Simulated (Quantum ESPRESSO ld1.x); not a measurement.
Values are calculated unless marked as measured or tabulated.
One sound ld1.x (Quantum ESPRESSO 7.5) input for neutral fluorine gives E = -99.2064 hartree in 34 iterations:

```
 &input
    zed=9.0,
    iswitch=1,
    rel=1,
    lsd=1,
    dft='SLA-VWN',
    config='[He] 2s2 2p5',
    verbosity='high',
    prefix='ld1',
    max_out_wfc=37,
    file_charge='ld1.rho',
 /
```

Changed or added lines, one case at a time, and what came of them:

- iswitch=7: refused. The program stops in ld1_readin with "wrong iswitch": iswitch takes 1 to 4.
- config='[He] 2s2 2p5 3p4': spurious. The string holds 13 electrons for Z = 9, so the species has charge -4 and is not the one meant. The equations of the added shell fail (the log warns of at least one error in the KS equations), so the printed solution is spurious even though the residual is small.
- config='[He] 2s2 2p5 1s1': refused. The program stops in occ_spin with "wrong occupations": the bracketed core already holds 1s.
- config='[He] 2s2 2p5 2p5': refused. The program stops in occ_spin with "wrong occupations": a shell may stand twice only as spin up and down (lsd = 1) or as its two j (rel = 2, l > 0), within their capacities.
- nspin=1: refused. The program stops in ld1_readin with "reading input namelist": the namelist holds a keyword that &input does not know.
- tr2=1e-25: usable despite the warning. The threshold lies below the rounding noise, so the cycle runs to its limit and warns, but the energy differs from the sound run by less than 1e-5 hartree.
- dx=0.1: inaccurate. The radial step is too large to integrate the orbitals; the run ends without a warning, but the energy is off by +0.0003005 hartree against the default mesh.
